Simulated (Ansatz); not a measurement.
```yaml
crystal:
  periodic: [false, false, false]
  atoms:
    - {symbol: Si, position_ang: [0.040621, 1.231386, -0.370621]}
    - {symbol: C, position_ang: [0.053478, -0.513184, 0.190672]}
    - {symbol: C, position_ang: [-0.276919, -1.747834, 0.278698]}
    - {symbol: S, position_ang: [1.067654, -1.530706, 1.434819]}
    - {symbol: H, position_ang: [-1.023836, 1.396112, -1.391630]}
    - {symbol: H, position_ang: [-0.220306, 2.102029, 0.801190]}
    - {symbol: H, position_ang: [1.369682, 1.551798, -0.945235]}
    - {symbol: H, position_ang: [-0.918274, -2.546701, -0.053692]}
basis:
  gaussian: {orbitals: def2-TZVPD, point_charges: [{charge: 0.50, position_ang: [6.097, -0.409, -0.212]}]}
hamiltonian: {xc: {name: PBE1PBE}}
output: {forces: true}
```

```sh
$ ansatz run in.yaml --threads 2 --pin off --events-out ev --progress --plain --max-ram 4352MiB
```

(1) How does Ansatz answer? (Estimate.)

Answers

(1) Computed: The input was rejected before any iteration.
```
Error: YAML parse error: error: line 14 column 19: hamiltonian.xc: no functional is named "PBE1PBE"; the names, which are not case-sensitive, are SVWN5, SPW92, PBE, PBE0, PBEsol, revPBE, revPBE0, RPBE, rPW86-PBE, HSE06, wPBEh, LC-wPBE, HISS, HF, BLYP, B3LYP, B3LYP5, BHLYP, CAM-B3LYP, r2SCAN, r2SCANh, r2SCAN0, r2SCAN50, m-r2SCAN, B97, wB97, wB97X, wB97X-V, B97M-V, wB97M-V, B2PLYP, B2GP-PLYP, PBE0-DH, PBE-QIDH
12 | basis:
13 |   gaussian: {orbitals: def2-TZVPD, point_charges: [{charge: 0.50, position_ang: [6.…
14 | hamiltonian: {xc: {name: PBE1PBE}}
15 | output: {forces: true}
```

HSE06 is defined as in plane-wave codes.
